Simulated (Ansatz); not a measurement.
Mulliken charges of `C[CH2][Ga][OH]` radical from r2SCAN/def2-TZVPP in Ansatz (PBE0-D4/def2-TZVP geometry).

```csv
atom,x (Å),y (Å),z (Å),charge (e)
C1,-1.117,0.417,-0.001,-0.110
C2,-0.255,-0.484,0.869,-0.175
Ga3,1.540,-0.855,0.022,0.274
O4,1.889,0.280,-1.343,-0.431
H5,-1.355,-0.051,-0.959,0.046
H6,-2.065,0.649,0.495,0.042
H7,-0.617,1.361,-0.225,0.059
H8,-0.729,-1.447,1.075,0.055
H9,-0.030,-0.027,1.839,0.051
H10,2.738,0.157,-1.772,0.188
```

By hand: the dipole of these point charges (1 e Å = 4.8032 D).

Σ q r = (0.063, -0.262, 0.216) e Å, of length 0.345 e Å = 1.66 D.

How does the dipole of the full density compare? (An estimate is asked.)

Computed: (0.023, -0.140, 0.127) e Å, 0.91 D; the point charges give 1.82 times that, at 4° from its direction.

Point charges leave out the atoms' own dipoles, such as those of lone pairs, and Mulliken's split depends on the basis, so the two needn't agree.
